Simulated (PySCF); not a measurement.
Simulated Cl 2p region for SiFCl3 (`F[Si](Cl)(Cl)Cl`), binding energy against the vacuum level.

Every computed line was given a Gaussian of 0.7 eV full width at half maximum and an area set by the number of equivalent atoms (split 2:1 within a doublet); the highest printed point is 100. The calculation used PySCF 2.14.0, delta-SCF UKS SCAN, pcX-2 on the ionised atom, pcseg-1 elsewhere, spin-free X2C.

binding energy (eV), intensity and a bar:
```
    206.2          0 
    206.3          1 
    206.4          3 #
    206.5          7 ##
    206.6         15 ####
    206.7         27 ########
    206.8         44 #############
    206.9         64 ###################
    207.0         83 #########################
    207.1         97 #############################
    207.2        100 ##############################
    207.3         92 ############################
    207.4         76 #######################
    207.5         56 #################
    207.6         37 ###########
    207.7         22 ######
    207.8         12 ###
    207.9          6 ##
    208.0          3 #
    208.1          3 #
    208.2          5 ##
    208.3         10 ###
    208.4         17 #####
    208.5         27 ########
    208.6         37 ###########
    208.7         45 ##############
    208.8         50 ###############
    208.9         49 ###############
    209.0         43 #############
    209.1         34 ##########
    209.2         23 #######
    209.3         15 ####
    209.4          8 ##
    209.5          4 #
    209.6          2 
    209.7          1 
    209.8          0
```

How many maxima does the curve show, and how many computed lines lie under it?

The curve has 2 maxima (at 207.2 and 208.8 eV). Under it lie 2 lines from 1 inequivalent chlorine site, drawn as a 2p3/2, 2p1/2 pair.

Decompose the envelope and assign each component. Bonds: Si1–F2, Si1–Cl3, Si1–Cl4, Si1–Cl5.

```json
{"position (eV)": "207.18", "relative area": "2.00", "line": "Cl 2p3/2", "atoms": "Cl3/Cl4/Cl5", "environment": "chlorine bonded to Si"}
{"position (eV)": "208.83", "relative area": "1.00", "line": "Cl 2p1/2", "atoms": "Cl3/Cl4/Cl5", "environment": "chlorine bonded to Si"}
```

No satellites, vibrations or lifetime broadening are included. The first atom of each set that the bonding makes equivalent was ionised and stands for the set. Spin–orbit and ligand-field terms were added within each 2p shell after the spin-free SCF. 2p1/2 minus 2p3/2 (ligand field included): Cl 1.65 eV. Isolated species at its PBE0-D3(BJ)/def2-SVP geometry, gas phase.

The run took 8.9 s of wall time on one thread, Arm Neoverse V2, on a shared host.
